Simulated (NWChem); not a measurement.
System: C4H4F2; SMILES C=CC=C(F)F

Here is an NWChem input.

```
start job
memory heap 200 mb stack 700 mb global 900 mb
geometry units angstroms noautoz
  C      0.164047    -2.735693     0.000000
  C     -0.301691    -1.478886     0.000000
  C      0.537921    -0.296276     0.000000
  C      0.059964     0.949945     0.000000
  F      0.799594     2.029771     0.000000
  F     -1.212474     1.265558     0.000000
  H      1.237206    -2.949190     0.000000
  H     -0.515598    -3.590373     0.000000
  H     -1.383701    -1.309285     0.000000
  H      1.625103    -0.397804     0.000000
end
basis spherical
  * library 6-31+g*
end
dft
  xc pbe0
  iterations 150
end
tddft
  nroots 8
  notriplet
end
task tddft energy
```

Structure relaxed at the PBE0/def2-SVP level.

Vertical excitations in the gas phase.

### Question
What results follow from this input? (PBE0/6-31+G* (spherical d), full TDDFT.) Quantities: lowest excitation, singlet (eV); oscillator strength of that lowest state; lowest state with f > 0.02, singlet (eV); oscillator strength of that bright state; orbital gap (eV).

### Answer
- lowest excitation, singlet (eV) = 5.82
- oscillator strength of that lowest state = 0.644
- lowest state with f > 0.02, singlet (eV) = 5.82
- oscillator strength of that bright state = 0.644
- orbital gap (eV) = 5.92
